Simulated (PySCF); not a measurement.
C$_{3}$H$_{5}$ (SMILES [CH-]1CC1), charge -1, singlet, geometry from GFN2-xTB; HF/6-31G*, TDA in PySCF.

PySCF was given this input:
```python
from pyscf import gto, scf, tdscf

mol = gto.M(
    atom='''
C    -0.01075075    0.96016996    0.09341244
C     0.75577748   -0.34450835    0.02662440
C    -0.74825136   -0.36088374    0.02184688
H    -0.01259673    1.43179750   -0.94199642
H     1.25539163   -0.74361368   -0.87634220
H     1.26166067   -0.70938769    0.92963389
H    -1.25179611   -0.73675342    0.92164993
H    -1.23331166   -0.77070990   -0.88424753
''',
    basis='6-31g*',
    charge=-1,
    verbose=3,
)

mf = scf.RHF(mol)
mf.kernel()
td = mf.TDA()
td.nstates = 15
td.kernel()
td.analyze()
```

Task: Predict the main parts of the log of this PySCF run.

Result: 
```
converged SCF energy = -116.347841639194
Excitation energies (eV)
[ 6.55788988  7.65745709  8.38525895  8.6587765   8.7063429   9.33579266
  9.90703713 10.00560057 10.60299811 10.65535846 11.33245751 11.35860497
 11.58479967 11.60075687 11.83518804]

** Singlet excitation energies and oscillator strengths **
Excited State   1:      6.55789 eV    189.06 nm  f=0.0422
Excited State   2:      7.65746 eV    161.91 nm  f=0.0503
Excited State   3:      8.38526 eV    147.86 nm  f=0.0428
Excited State   4:      8.65878 eV    143.19 nm  f=0.1098
Excited State   5:      8.70634 eV    142.41 nm  f=0.0508
Excited State   6:      9.33579 eV    132.81 nm  f=0.0531
Excited State   7:      9.90704 eV    125.15 nm  f=0.0907
Excited State   8:     10.00560 eV    123.91 nm  f=0.0301
Excited State   9:     10.60300 eV    116.93 nm  f=0.1238
Excited State  10:     10.65536 eV    116.36 nm  f=0.0897
Excited State  11:     11.33246 eV    109.41 nm  f=0.0226
Excited State  12:     11.35860 eV    109.15 nm  f=0.0165
Excited State  13:     11.58480 eV    107.02 nm  f=0.0113
Excited State  14:     11.60076 eV    106.88 nm  f=0.1951
Excited State  15:     11.83519 eV    104.76 nm  f=0.1482
```
